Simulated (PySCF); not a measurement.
B(H)(OMe)(SH) (CH5BOS), SMILES COBS.

Geometry: B3LYP-D3(BJ)/def2-SVP. Other conformers were not sampled.

The numbers are results of B3LYP-D3(BJ)/def2-SVP run with PySCF, not measurements.

Frequencies are harmonic and unscaled.

```tsv
mode	ν (cm⁻¹)	IR (km/mol)	Raman (Å⁴/amu)	depolarisation	moving atoms (share of kinetic energy)
1	90	0.0	0.1	0.75	H 97 %
2	196	4.4	0.7	0.54	C 40 %, S 31 %, H 22 %
3	261	19.1	5.2	0.75	H 52 %, O 25 %, B 11 %
4	418	2.6	3.9	0.75	H 70 %, B 16 %, O 13 %
5	458	0.1	0.3	0.68	O 48 %, S 21 %, H 15 %, B 13 %
6	712	7.6	13.4	0.22	H 43 %, B 38 %, S 12 %
7	825	18.5	1.1	0.75	H 66 %, B 31 %
8	867	58.7	9.4	0.66	H 61 %, B 22 %, S 12 %
9	966	19.5	8.0	0.52	H 38 %, C 36 %, B 13 %, O 13 %
10	1148	100.5	2.6	0.61	H 57 %, O 20 %, B 14 %, C 9 %
11	1173	0.4	1.7	0.75	H 76 %, C 19 %
12	1190	6.4	3.0	0.72	H 73 %, C 19 %
13	1374	380.8	3.4	0.07	B 37 %, O 31 %, H 21 %, C 12 %
14	1469	13.7	11.9	0.74	H 96 %
15	1474	8.5	17.8	0.75	H 97 %
16	1497	67.2	3.8	0.74	H 71 %, O 12 %, B 11 %
17	2632	132.2	97.7	0.27	H 91 %, B 9 %
18	2695	1.2	162.3	0.28	H 97 %
19	3015	31.9	123.6	0.01	H 97 %
20	3093	23.6	47.2	0.75	H 90 %, C 10 %
21	3135	21.6	99.8	0.58	H 90 %, C 10 %
```
